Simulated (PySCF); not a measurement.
Compound: C₇H₈NP.
Atom-mapped SMILES: `[CH3:1]/[CH:2]=[P:3]\[c:4]1[cH:5][cH:6][cH:7][cH:8][n:9]1`

Geometry (GFN2-xTB, Å), atoms numbered from 1 in this order:
```xyz
17
C7H8NP angstrom
C     -2.5466   -0.4865    0.5724
C     -2.5321    0.6689   -0.3606
P     -1.2754    1.4871   -1.1057
C      0.2384    0.6494   -0.4937
C      1.2909    0.4043   -1.3756
C      2.4493   -0.1680   -0.8834
C      2.5242   -0.4652    0.4696
C      1.4276   -0.1700    1.2657
N      0.3185    0.3745    0.8021
H     -3.2197   -1.2599    0.1989
H     -2.9253   -0.1637    1.5435
H     -1.5550   -0.9030    0.7199
H     -3.5163    1.0421   -0.6282
H      1.1853    0.6582   -2.4205
H      3.2834   -0.3730   -1.5398
H      3.4116   -0.9067    0.8965
H      1.4342   -0.3766    2.3290
```

NICS is the negative of the GIAO shielding at a point without a nucleus: at the ring centre (0) and 1 Å above and below it (1); zz is the component along the ring normal. Level: GIAO PBE0/pcSseg-1 (PySCF, non-relativistic, gas phase) on the GFN2-xTB geometry, one conformer.

Ring bond lengths (Å), with Mayer bond orders in brackets: C4–C5 1.395 (1.33), C5–C6 1.383 (1.45), C6–C7 1.387 (1.42), C7–C8 1.387 (1.39), C8–N9 1.320 (1.49), N9–C4 1.327 (1.40).

Q: What do the NICS probes read (ppm)?

A: 
```tsv
ring	type	NICS(0)	NICS(1), two faces	NICS(1)zz, two faces	rms pucker (Å)	centre to ring atoms, mean (Å)
C4–C5–C6–C7–C8–N9	6-membered ring with N; formal bonds all aromatic	-6.7	-10.9 / -10.7	-28.0 / -26.9	0.00	1.37
```

Q: What can be read from them?

A: 
- C4–C5–C6–C7–C8–N9: mean NICS(1)zz -27.4 ppm, shielded. The ring is flat and has no four-coordinate atom; by the NICS criterion it is aromatic.

Q: How equal are the bonds by HOMA? HOMA = 1 − mean of α(R − Ropt)² over the ring bonds, with Krygowski's 1993 parameters (CC: Ropt 1.388 Å, α 257.7 Å⁻²; CN: Ropt 1.334 Å, α 93.52 Å⁻²).

A: 
- C4–C5–C6–C7–C8–N9: HOMA 0.99; the largest term is that of C8–N9, α(R − Ropt)² = 0.02. The geometric and the magnetic index point the same way.

Q: At the first NICS(1) probe listed for ring C4–C5–C6–C7–C8–N9, 1 Å off the ring, how large is the induced field along the normal in 1 T applied along it?

A: NICSzz × B0 = -28.0 ppm × 1 T = -28 μT, against the applied field.
